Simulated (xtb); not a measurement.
xtb input (GFN2-xTB):

```bash
xtb mol.xyz --gfn 2 --sp --chrg 0 --uhf 0
```
mol.xyz:
```
18

C      2.49809322     0.94572287     1.25116486
C      1.66413349     1.18688797     0.24699502
C      1.45912323     0.27656527    -0.93772967
B      0.05554039    -0.39663503    -0.74563721
Cl    -0.01043647    -2.10306474    -0.26716747
C     -1.30248072     0.38110790    -0.89642447
C     -2.05890824     0.44442491     0.40199544
C     -2.31092797     1.55745361     1.07886837
H      2.58246429     1.62586252     2.08860139
H      3.12656493     0.06288260     1.26798463
H      1.04350629     2.07710494     0.27913202
H      2.26733816    -0.45188283    -1.00061666
H      1.45397422     0.87406497    -1.85661271
H     -1.13240976     1.39046383    -1.27847060
H     -1.90967862    -0.15298991    -1.63912843
H     -2.38588201    -0.50891402     0.80456338
H     -2.84484056     1.53662614     2.01988954
H     -1.99551706     2.52908216     0.71547317
```

End of the output:

```
         :::::::::::::::::::::::::::::::::::::::::::::::::::::
         ::                     SUMMARY                     ::
         :::::::::::::::::::::::::::::::::::::::::::::::::::::
         :: total energy             -23.683681230282 Eh    ::
         :: gradient norm              0.036682636134 Eh/a0 ::
         :: HOMO-LUMO gap              3.533022129668 eV    ::
         ::.................................................::
         :: SCC energy               -24.016193053363 Eh    ::
         :: -> isotropic ES            0.032148344172 Eh    ::
         :: -> anisotropic ES          0.003629506666 Eh    ::
         :: -> anisotropic XC          0.014150569085 Eh    ::
         :: -> dispersion             -0.012850912961 Eh    ::
         :: repulsion energy           0.332511823081 Eh    ::
         :: add. restraining           0.000000000000 Eh    ::
         :: total charge              -0.000000000000 e     ::
         :::::::::::::::::::::::::::::::::::::::::::::::::::::

           -------------------------------------------------
          |                Property Printout                |
           -------------------------------------------------

    * Orbital Energies and Occupations

         #    Occupation            Energy/Eh            Energy/eV
      -------------------------------------------------------------
         1        2.0000           -1.0397545             -28.2932
       ...           ...                  ...                  ...
        10        2.0000           -0.5084601             -13.8359
        11        2.0000           -0.4914573             -13.3732
        12        2.0000           -0.4852169             -13.2034
        13        2.0000           -0.4720431             -12.8449
        14        2.0000           -0.4663952             -12.6913
        15        2.0000           -0.4521967             -12.3049
        16        2.0000           -0.4447121             -12.1012
        17        2.0000           -0.4367381             -11.8842
        18        2.0000           -0.4321478             -11.7593
        19        2.0000           -0.4286008             -11.6628
        20        2.0000           -0.4174864             -11.3604
        21        2.0000           -0.4008681             -10.9082
        22        2.0000           -0.3869241             -10.5287 (HOMO)
        23                         -0.2570879              -6.9957 (LUMO)
        24                         -0.2020427              -5.4979
        25                         -0.1963563              -5.3431
        26                         -0.0419625              -1.1419
        27                          0.0258823               0.7043
        28                          0.0323538               0.8804
        29                          0.0324861               0.8840
        30                          0.0401628               1.0929
        31                          0.0982277               2.6729
        32                          0.1079373               2.9371
        33                          0.1150029               3.1294
       ...                                ...                  ...
        47                          0.6000668              16.3286
      -------------------------------------------------------------
                  HL-Gap            0.1298362 Eh            3.5330 eV
             Fermi-level           -0.3220060 Eh           -8.7622 eV

     #   Z          covCN         q      C6AA      α(0)
     1   6 C        2.834    -0.097    30.432     9.040
     2   6 C        2.892    -0.022    28.565     8.763
     3   6 C        3.733    -0.144    23.369     6.900
     4   5 B        2.634     0.344    16.736     6.908
     5  17 Cl       0.831    -0.258   107.264    15.844
     6   6 C        3.733    -0.144    23.367     6.900
     7   6 C        2.885    -0.021    28.535     8.758
     8   6 C        2.835    -0.099    30.490     9.049
     9   1 H        0.925     0.038     2.470     2.458
    10   1 H        0.925     0.041     2.439     2.442
    11   1 H        0.925     0.034     2.524     2.484
    12   1 H        0.925     0.054     2.268     2.355
    13   1 H        0.924     0.055     2.257     2.349
    14   1 H        0.924     0.046     2.372     2.409
    15   1 H        0.923     0.065     2.142     2.289
    16   1 H        0.925     0.037     2.491     2.468
    17   1 H        0.925     0.037     2.494     2.470
    18   1 H        0.925     0.035     2.523     2.484

 Mol. C6AA /au·bohr⁶  :       3751.965717
 Mol. C8AA /au·bohr⁸  :      99232.996241
 Mol. α(0) /au        :         96.368418

Wiberg/Mayer (AO) data.
largest (>0.10) Wiberg bond orders for each atom

 ---------------------------------------------------------------------------
     #   Z sym  total        # sym  WBO       # sym  WBO       # sym  WBO
 ---------------------------------------------------------------------------
     1   6 C    3.990 --     2 C    1.957    10 H    0.976     9 H    0.975
     2   6 C    3.988 --     1 C    1.957     3 C    0.996    11 H    0.967
     3   6 C    3.988 --     4 B    1.005     2 C    0.996    12 H    0.971
                            13 H    0.945
     4   5 B    3.307 --     5 Cl   1.090     6 C    1.010     3 C    1.005
     5  17 Cl   1.168 --     4 B    1.090
     6   6 C    3.988 --     4 B    1.010     7 C    1.007    14 H    0.972
                            15 H    0.931
     7   6 C    3.989 --     8 C    1.965     6 C    1.007    16 H    0.967
     8   6 C    3.989 --     7 C    1.965    18 H    0.975    17 H    0.975
     9   1 H    0.998 --     1 C    0.975
    10   1 H    0.998 --     1 C    0.976
    11   1 H    0.999 --     2 C    0.967
    12   1 H    0.996 --     3 C    0.971
    13   1 H    0.997 --     3 C    0.945
    14   1 H    0.998 --     6 C    0.972
    15   1 H    0.996 --     6 C    0.931
    16   1 H    0.999 --     7 C    0.967
    17   1 H    0.998 --     8 C    0.975
    18   1 H    0.999 --     8 C    0.975
 ---------------------------------------------------------------------------
Note: The following floating-point exceptions are signalling: IEEE_UNDERFLOW_FLAG IEEE_DENORMAL
normal termination of xtb

Topologies differ in total number of bonds
Writing topology from bond orders to xtbtopo.mol

molecular dipole:
                 x           y           z       tot (Debye)
 q only:        0.040       0.695      -0.413
   full:        0.029       0.570      -0.337       1.685
molecular quadrupole (traceless):
                xx          xy          yy          xz          yz          zz
 q only:        1.017       0.100      -4.123       0.065      -0.346       3.106
  q+dip:       -0.004      -0.773      -2.761       0.182      -0.171       2.765
   full:       -0.133      -0.212      -3.450       0.153      -0.212       3.583

           -------------------------------------------------
          | TOTAL ENERGY              -23.683681230282 Eh   |
          | GRADIENT NORM               0.036682636134 Eh/α |
          | HOMO-LUMO GAP               3.533022129668 eV   |
           -------------------------------------------------

------------------------------------------------------------------------
------------------------------------------------------------------------
 total:
 SCF:
```
